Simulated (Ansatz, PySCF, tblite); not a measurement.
Breaking a bond: LiNa, singlet.

Levels: UKS-B3LYP/6-31G* = unrestricted B3LYP/6-31G*, spherical d (PySCF 2.14.0); UHF/LANL2DZ = unrestricted Hartree-Fock/LANL2DZ, with its core potentials past Ne run with PySCF; GFN2-xTB, 300 K electronic temperature (tblite); FCI = full CI/aug-cc-pVTZ, frozen core (Ansatz, an electronic-structure program).

Energies relative to the lowest point of each curve near equilibrium, in kJ/mol; the last columns give the difference from FCI:

```
R / Å  UKS-B3LYP/6-31G*  UHF/LANL2DZ  GFN2-xTB   FCI  UKS-B3LYP/6-31G* − FCI  UHF/LANL2DZ − FCI  GFN2-xTB − FCI
-----  ----------------  -----------  --------  ----  ----------------------  -----------------  --------------
2.32               28.0         55.0       6.8  35.1                    -7.1               19.9           -28.3
2.52               10.2         32.2       0.0  14.4                    -4.2               17.8           -14.4
2.64                4.2         21.8       1.1   6.9                    -2.7               14.9            -5.9
2.72                1.8         16.4       3.2   3.6                    -1.9               12.8            -0.4
2.85                0.0          9.7       8.6   0.6                    -0.6                9.0             8.0
2.93                0.1          6.6      12.8   0.0                     0.1                6.6            12.8
3.04                1.3          3.6      19.5   0.4                     0.9                3.2            19.1
3.11                2.6          2.3      24.2   1.3                     1.3                1.0            22.9
3.21                5.2          1.0      31.2   3.3                     1.9               -2.3            28.0
3.38               10.9          0.0      43.6   8.1                     2.8               -8.1            35.5
3.62               20.7          0.4      55.5  16.8                     3.8              -16.5            38.6
3.90               33.3          1.9      75.5  28.2                     5.1              -26.3            47.3
4.39               51.9          5.0     115.0  47.2                     4.7              -42.2            67.9
4.90               63.8          7.2     152.7  62.1                     1.7              -54.9            90.6
5.30               69.3          8.2     178.4  69.9                    -0.6              -61.7           108.5
5.81               73.3          8.9     205.4  75.9                    -2.6              -67.0           129.5
6.38               75.5          9.3     228.1  79.4                    -3.9              -70.1           148.7
7.21               76.8          9.4     249.6  81.4                    -4.6              -72.0           168.2
7.93               77.2          9.5         —  82.1                    -4.9              -72.6               —
8.90               77.4          9.5         —  82.4                    -5.0              -72.9               —
```

UKS-B3LYP/6-31G* is furthest from FCI at 2.32 (-7.1 kJ/mol, below); its mean absolute difference over the points is 3.0 kJ/mol.

UHF/LANL2DZ is furthest from FCI at 8.90 (-72.9 kJ/mol, below); its mean absolute difference over the points is 32.6 kJ/mol.

GFN2-xTB is furthest from FCI at 7.21 (168.2 kJ/mol, above); its mean absolute difference over the points is 54.1 kJ/mol.

A dash means that the run gave no value there, or that the column was ended at a point which the program doubted or which failed a test of continuity chosen for this set; such a test can also cut sound points.

The unrestricted determinant behind UKS-B3LYP/6-31G* is spin-contaminated at 4.39 to 8.90 Å (<S²> up to 1.0, against 0.00 for a pure singlet). The unrestricted determinant behind UHF/LANL2DZ is spin-contaminated at 2.32 to 8.90 Å (<S²> up to 1.0, against 0.00 for a pure singlet).
